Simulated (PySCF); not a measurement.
Species: C₈H₈ClN.
Geometry (GFN2-xTB, Å), atoms numbered from 1 in this order:
```xyz
18
C8H8ClN angstrom
C      2.966    0.758    0.348
C      2.039   -0.166    0.511
C      1.185   -0.715   -0.596
C     -0.260   -0.430   -0.298
C     -0.833    0.797   -0.623
C     -2.155    1.045   -0.303
C     -2.854    0.034    0.346
Cl    -4.505    0.271    0.770
N     -2.331   -1.128    0.669
C     -1.067   -1.353    0.356
H      3.185    1.178   -0.620
H      3.552    1.129    1.171
H      1.831   -0.573    1.492
H      1.336   -1.795   -0.666
H      1.470   -0.255   -1.543
H     -0.244    1.552   -1.125
H     -2.634    1.980   -0.543
H     -0.689   -2.325    0.643
```

Method: PBE0/pcSseg-1 in PySCF (dipole) on a GFN2-xTB geometry, gas phase.

Masses are those of the commonest isotopes; rigid-rotor values at the optimised geometry. The values belong to one conformer with, in the numbering `[CH2:1]=[CH:2][CH2:3][c:4]1[cH:5][cH:6][c:7]([Cl:8])[n:9][cH:10]1`, C1–C2–C3–C4 -119°, C2–C3–C4–C5 84°.

(1) Give the principal moments of inertia and the rotational constants in MHz.

(2) What kind of rotor is it?

(3) Is it planar, by Δ = Ic − Ia − Ib?

(4) Give the other two planar moments, Paa and Pbb, and the rms extents of the mass along the axes.

(5) List the rotational levels J(Ka,Kc) to J = 5 (K).

(6) Which lines would a microwave search look for?

(7) Estimate the classical rotational partition function at 50 K, 200 K and 298.15 K.

Answers

(1) Ia = 136.02, Ib = 971.16, Ic = 1033.66 u·Å²; 505379 MHz·u·Å²/I gives A = 3715, B = 520.4, C = 488.9 MHz.

(2) A near-prolate asymmetric top. Ray's parameter κ = (2B − A − C)/(A − C) = -0.980; −1 is the prolate and +1 the oblate limit.

(3) Not planar: Δ = Ic − Ia − Ib = -73.52 u·Å². For a rigid frame Δ = −2 Σ m c², so Σ m c² = 36.76 u·Å² lies off the ab plane: 8.93 from hydrogen and 27.84 from heavier atoms. The atom farthest from that plane is 1.66 Å away.

(4) Paa = Σ m a² = (Ib + Ic − Ia)/2 = 934.40 and Pbb = Σ m b² = (Ia + Ic − Ib)/2 = 99.26 u·Å². With the mass M = 153.03 u, the rms extents √(P/M) along a, b and c are 2.47, 0.81, 0.49 Å.

(5) Above 0(0,0), as E/k:
J = 1: 1(0,1) 0.048, 1(1,1) 0.202, 1(1,0) 0.203
J = 2: 2(0,2) 0.145, 2(1,2) 0.297, 2(1,1) 0.302, 2(2,1) 0.762, 2(2,0) 0.762
J = 3: 3(0,3) 0.291, 3(1,3) 0.440, 3(1,2) 0.449, 3(2,2) 0.907, 3(2,1) 0.907, 3(3,1) 1.678, 3(3,0) 1.678
J = 4: 4(0,4) 0.484, 4(1,4) 0.631, 4(1,3) 0.646, 4(2,3) 1.101, 4(2,2) 1.101, 4(3,2) 1.871, 4(3,1) 1.871, 4(4,1) 2.950, 4(4,0) 2.950
J = 5: 5(0,5) 0.726, 5(1,5) 0.869, 5(1,4) 0.892, 5(2,4) 1.343, 5(2,3) 1.343, 5(3,3) 2.114, 5(3,2) 2.114, 5(4,2) 3.192, 5(4,1) 3.192, 5(5,1) 4.579, 5(5,0) 4.579
Those of J = 1 are B + C, A + C and A + B.

(6) The dipole components are |μa| = 3.18 D, |μb| = 1.44 D, |μc| = 0.84 D. Intensities carry the squares of the components, which stand as 1.00 : 0.21 : 0.07 (a : b : c). Some lines, for components of 0.1 D or more:

| type | branch | J(Ka,Kc) | MHz | lower level (cm⁻¹) |
| --- | --- | --- | --- | --- |
| a | R | 1(0,1) ← 0(0,0) | 1009 | 0.000 |
| a | R | 2(1,2) ← 1(1,1) | 1987 | 0.140 |
| a | R | 2(0,2) ← 1(0,1) | 2018 | 0.034 |
| a | R | 2(1,1) ← 1(1,0) | 2050 | 0.141 |
| c | Q | 2(1,2) ← 2(0,2) | 3164 | 0.101 |
| c | Q | 1(1,1) ← 1(0,1) | 3195 | 0.034 |
| b | Q | 2(1,1) ← 2(0,2) | 3258 | 0.101 |
| b | R | 1(1,1) ← 0(0,0) | 4204 | 0.000 |
| c | R | 1(1,0) ← 0(0,0) | 4236 | 0.000 |
| b | R | 2(1,2) ← 1(0,1) | 5182 | 0.034 |
| c | R | 2(1,1) ← 1(0,1) | 5277 | 0.034 |
| c | Q | 2(2,1) ← 2(1,1) | 9585 | 0.210 |
| b | Q | 2(2,1) ← 2(1,2) | 9680 | 0.207 |
| b | R | 2(2,1) ← 1(1,0) | 11635 | 0.141 |
| c | R | 2(2,1) ← 1(1,1) | 11667 | 0.140 |
| b | R | 2(2,0) ← 1(1,1) | 11667 | 0.140 |

(7) Point group C1, symmetry number σ = 1; q = (√π/σ)·√((kT/h)³/(ABC)), k/h = 20836.6 MHz/K: 61300 at 50 K, 490000 at 200 K, 893000 at 298.15 K.

Not checked by GFN2-xTB frequencies. No vibrational averaging or centrifugal distortion is included, and the geometry carries the error of its method. Quadrupole hyperfine structure (14N, 35Cl) is left out.
